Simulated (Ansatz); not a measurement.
Program: Ansatz. Geometries: PBE0-D4/def2-TZVP. ΔE: electronic, gas phase. CCSD(T)/CBS is the MP2 limit (def2-TZVPP, def2-QZVPP) plus CCSD(T) − MP2 in def2-TZVPP, frozen cores. This one scheme is used for every species. Functionals use def2-TZVPP. For Br, Se outer-core shells are correlated without core-valence functions, which leaves a few kJ/mol of doubt a bond. Scalar relativity is left out up to krypton. Each species was taken in one conformer, which may not be the lowest.

Reaction (ligand exchange at the Si–C bond): `SC[SiH2][SeH]` + HBr → `[SeH][SiH2]Br` + CH₃SH

CCSD(T)/CBS gives -98.5 kJ/mol.

(1) Another level gave -90.6 kJ/mol. Which?
A. LDA (SPW92)/def2-TZVPP
B. r2SCANh-D4/def2-TZVPP
C. MP2/def2-TZVPP
D. BHLYP/def2-TZVPP

(2) What do rigid-rotor, harmonic-oscillator terms from PBE0-D4/def2-TZVP frequencies (298.15 K, 1 bar) make of the CCSD(T)/CBS value? (Best estimate.)

Largest T1 diagnostic among the species: 0.010.

Answers

(1) A. LDA (SPW92) -90.6, r2SCANh-D4 -101.8, MP2/def2-TZVPP -97.1, BHLYP -107.5 kJ/mol.

(2) Computed: ΔZPE = +11.8 kJ/mol, ΔH = -88.9 kJ/mol, ΔS = 18 J/(mol·K), ΔG = -94.3 kJ/mol.

Leaving LDA and LC-ωPBE aside and taking each functional with its dispersion term where it has one, the values, not all of them listed here, spread over 9.0 kJ/mol, from B2PLYP to revPBE-D4. LDA lies +10.6 kJ/mol from PBE without D4. At CCSD(T), def2-SVP lies +8.5 kJ/mol from the extrapolated value and def2-TZVPP +4.6 kJ/mol. The D4 term adds +7.6 kJ/mol with B3LYP and +4.4 kJ/mol with PBE0; it sums over pairs of atoms, weighted by their polarisabilities, and B3LYP, whose exchange is more repulsive, gets the larger term.

B3LYP here is the variant with VWN-RPA as its local correlation; programs differ in this.
